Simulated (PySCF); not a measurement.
Isomers of C8H17P, mass 144.107 u with the commonest isotopes. Computed with PBE0/pcSseg-1 in PySCF (dipole) on a GFN2-xTB geometry, gas phase. One conformer each, none proved a minimum here; rigid rotors.

Problem. Order these by rotational constant C, largest first.
A. `[CH2:1]=[C:2]([CH3:3])[P:4]([CH3:5])[C:6]([CH3:7])([CH3:8])[CH3:9]` with C1–C2–P4–C5 -166°
B. `[CH3:1][CH:2]=[P:3]1([CH3:4])[CH2:5][CH2:6][CH2:7][CH2:8][CH2:9]1` with C2–P3–C5–C6 61°, P3–C5–C6–C7 61°, C5–C6–C7–C8 -65°, C6–C7–C8–C9 66°
C. `[CH3:1][P:2]([CH3:3])[CH:4]1[CH2:5][CH2:6][CH2:7][CH2:8][CH2:9]1` with C1–P2–C4–C5 167°, P2–C4–C5–C6 179°, C4–C5–C6–C7 -58°, C5–C6–C7–C8 57°, C6–C7–C8–C9 -57°
D. `[CH2:1]=[CH:2][P@@:3](=[CH2:4])([CH3:5])[C@H:6]([CH3:7])[CH2:8][CH3:9]` with C1–C2–P3–C4 80°, C2–P3–C6–C7 -51°, P3–C6–C8–C9 -156°
E. `[CH3:1][CH2:2][P:3]1[CH2:4][CH2:5][CH2:6][CH2:7][CH2:8][CH2:9]1` with C1–C2–P3–C4 175°, C2–P3–C4–C5 173°, P3–C4–C5–C6 36°, C4–C5–C6–C7 54°, C5–C6–C7–C8 -101°
F. `[CH2:1]=[CH:2][P:3]([CH2:4][CH3:5])[CH2:6][CH2:7][CH2:8][CH3:9]` with C1–C2–P3–C4 -125°, C2–P3–C4–C5 -178°, C2–P3–C6–C7 -73°, P3–C6–C7–C8 -62°, C6–C7–C8–C9 180°

Solution. B (999.3 MHz), A (948.0 MHz), D (843.5 MHz), E (744.9 MHz), C (696.0 MHz), F (606.7 MHz).

Problem. Order these by dipole moment, largest first.
A. `[CH3:1][CH:2]=[P:3]1([CH3:4])[CH2:5][CH2:6][CH2:7][CH2:8][CH2:9]1` with C2–P3–C5–C6 61°, P3–C5–C6–C7 61°, C5–C6–C7–C8 -65°, C6–C7–C8–C9 66°
B. `[CH2:1]=[C:2]([CH3:3])[P:4]([CH3:5])[C:6]([CH3:7])([CH3:8])[CH3:9]` with C1–C2–P4–C5 -166°
C. `[CH2:1]=[CH:2][P@@:3](=[CH2:4])([CH3:5])[C@H:6]([CH3:7])[CH2:8][CH3:9]` with C1–C2–P3–C4 80°, C2–P3–C6–C7 -51°, P3–C6–C8–C9 -156°
D. `[CH3:1][CH2:2][P:3]1[CH2:4][CH2:5][CH2:6][CH2:7][CH2:8][CH2:9]1` with C1–C2–P3–C4 175°, C2–P3–C4–C5 173°, P3–C4–C5–C6 36°, C4–C5–C6–C7 54°, C5–C6–C7–C8 -101°

Solution. C (2.98 D), A (2.60 D), B (1.43 D), D (1.15 D).

Problem. Order these by rotational constant A, smallest first.
A. `[CH3:1][P:2]([CH3:3])[CH:4]1[CH2:5][CH2:6][CH2:7][CH2:8][CH2:9]1` with C1–P2–C4–C5 167°, P2–C4–C5–C6 179°, C4–C5–C6–C7 -58°, C5–C6–C7–C8 57°, C6–C7–C8–C9 -57°
B. `[CH2:1]=[CH:2][P@@:3](=[CH2:4])([CH3:5])[C@H:6]([CH3:7])[CH2:8][CH3:9]` with C1–C2–P3–C4 80°, C2–P3–C6–C7 -51°, P3–C6–C8–C9 -156°
C. `[CH2:1]=[CH:2][P:3]([CH2:4][CH3:5])[CH2:6][CH2:7][CH2:8][CH3:9]` with C1–C2–P3–C4 -125°, C2–P3–C4–C5 -178°, C2–P3–C6–C7 -73°, P3–C6–C7–C8 -62°, C6–C7–C8–C9 180°
D. `[CH3:1][CH2:2][P:3]1[CH2:4][CH2:5][CH2:6][CH2:7][CH2:8][CH2:9]1` with C1–C2–P3–C4 175°, C2–P3–C4–C5 173°, P3–C4–C5–C6 36°, C4–C5–C6–C7 54°, C5–C6–C7–C8 -101°
E. `[CH2:1]=[C:2]([CH3:3])[P:4]([CH3:5])[C:6]([CH3:7])([CH3:8])[CH3:9]` with C1–C2–P4–C5 -166°
F. `[CH3:1][P:2]([CH:3]1[CH2:4][CH2:5]1)[C:6]([CH3:7])([CH3:8])[CH3:9]` with C1–P2–C3–C4 88°

Solution. C (1700 MHz), B (1742 MHz), E (1788 MHz), F (2033 MHz), D (2363 MHz), A (2547 MHz).

| SMILES | point group | Ia (u·Å²) | Ib (u·Å²) | Ic (u·Å²) | κ | μa (D) | μb (D) | μc (D) |
| --- | --- | --- | --- | --- | --- | --- | --- | --- |
| C=C[P@@](=C)(C)[C@H](C)CC | C1 | 290.16 | 518.17 | 599.12 | -0.71 | 0.66 | 2.33 | 1.74 |
| CCP1CCCCCC1 | C1 | 213.89 | 538.21 | 678.44 | -0.76 | 0.13 | 0.13 | 1.13 |
| C=CP(CC)CCCC | C1 | 297.29 | 642.39 | 832.95 | -0.67 | 0.29 | 0.02 | 1.01 |
| C=C(C)P(C)C(C)(C)C | C1 | 282.64 | 453.64 | 533.08 | -0.60 | 0.02 | 0.31 | 1.39 |
| CP(C)C1CCCCC1 | near Cs | 198.43 | 596.30 | 726.10 | -0.84 | 0.35 | 0.03 | 1.20 |
| CP(C1CC1)C(C)(C)C | C1 | 248.55 | 498.41 | 596.63 | -0.72 | 0.14 | 0.07 | 1.22 |
| CC=P1(C)CCCCC1 | C1 | 291.93 | 442.44 | 505.72 | -0.61 | 0.98 | 2.05 | 1.25 |
